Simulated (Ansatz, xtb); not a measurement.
Relative energy of two isomers of C5H5ClN2S

Structure a: `C=C(CCl)c1cnsn1`, a singlet. Structure b: `C/C(=C/Cl)c1cnsn1`, a singlet. Both are isolated molecules in the gas phase, relaxed with B3LYP-D3(BJ)/def2-SVP; the shapes shown needn't be the lowest conformers.

a (Å):

```yaml
atoms:
  - { symbol: C, position_ang: [1.3097, 0.1111, -0.9677] }
  - { symbol: C, position_ang: [0.2678, -0.5094, -0.3904] }
  - { symbol: C, position_ang: [0.0251, -0.3910, 1.0855] }
  - { symbol: C, position_ang: [-0.6609, -1.3471, -1.1786] }
  - { symbol: C, position_ang: [-1.8385, -2.0154, -0.6722] }
  - { symbol: Cl, position_ang: [-1.4927, 0.5458, 1.4607] }
  - { symbol: N, position_ang: [-2.4940, -2.7152, -1.5708] }
  - { symbol: N, position_ang: [-0.4689, -1.5690, -2.4701] }
  - { symbol: S, position_ang: [-1.6810, -2.5512, -3.0102] }
  - { symbol: H, position_ang: [1.4955, 0.0061, -2.0381] }
  - { symbol: H, position_ang: [1.9924, 0.7300, -0.3808] }
  - { symbol: H, position_ang: [-0.1027, -1.3722, 1.5631] }
  - { symbol: H, position_ang: [0.8478, 0.1403, 1.5772] }
  - { symbol: H, position_ang: [-2.2120, -1.9533, 0.3510] }
```

b (Å):

```xyz
14

C    -1.8111    0.9715    1.5481
C    -0.8588    0.0300    0.8494
C     0.3627   -0.1462    1.3906
C    -1.3828   -0.6040   -0.3720
C    -0.7467   -1.5442   -1.2744
Cl    1.6535   -1.1566    0.8143
N    -1.4977   -1.9208   -2.2832
N    -2.6211   -0.3066   -0.7532
S    -2.9588   -1.1415   -2.1351
H    -1.3572    1.4056    2.4494
H    -2.1134    1.7853    0.8712
H    -2.7356    0.4448    1.8298
H     0.6441    0.3790    2.3045
H     0.2632   -1.9353   -1.1708
```

**Question.** Estimate which is lower in electronic energy at CCSD(T)/def2-SVP + ΔMP2/def2-TZVPP, and by roughly how much.

**Answer.** Too close to call at this level: CCSD(T)/def2-SVP + ΔMP2/def2-TZVPP gives E(b) − E(a) = −5.29 kJ/mol.

The same difference at several levels:

| level | geometry | E(b) − E(a) (kJ/mol) | departure from the last row (kJ/mol) | job, with rough time for the two |
| --- | --- | --- | --- | --- |
| GFN2-xTB | GFN2-xTB | −24.10 | −18.82 | optimisation, 0.22 s |
| HF/STO-3G | GFN2-xTB | −3.34 | +1.95 | single point, 0.28 s |
| r2SCAN-D4/def2-SVP | GFN2-xTB | −14.35 | −9.06 | single point, 1.8 s |
| B3LYP-D3(BJ)/def2-SVP | B3LYP-D3(BJ)/def2-SVP | −11.30 | −6.02 | optimisation, 32 s |
| HF/def2-SVP | B3LYP-D3(BJ)/def2-SVP | +0.49 | +5.77 | part of the CCSD(T) run |
| MP2/def2-SVP | B3LYP-D3(BJ)/def2-SVP | −12.83 | −7.54 | part of the CCSD(T) run |
| CCSD(T)/def2-SVP | B3LYP-D3(BJ)/def2-SVP | −9.62 | −4.33 | single point |
| CCSD(T)/def2-SVP + ΔMP2/def2-TZVPP | B3LYP-D3(BJ)/def2-SVP | −5.29 |  | single point, 43 s |

As drawn, both hold the same kinds of bond in the same numbers. Structure a has 0 methyl groups, b 1.

HF/def2-SVP finds them nearly level. The largest departure from CCSD(T)/def2-SVP + ΔMP2/def2-TZVPP is that of GFN2-xTB, 18.82 kJ/mol. A small imaginary or near-zero mode remains, so no thermal terms are given. The last row adds to CCSD(T) the change of the MP2 difference between the two basis sets, here +4.33 kJ/mol.

The correlated steps freeze 17 core orbitals. Run with Ansatz 0.2.0, xtb 6.7.1; the last row on 4 threads of AMD EPYC 9R45 96-Core Processor (Zen 5) on a shared host.
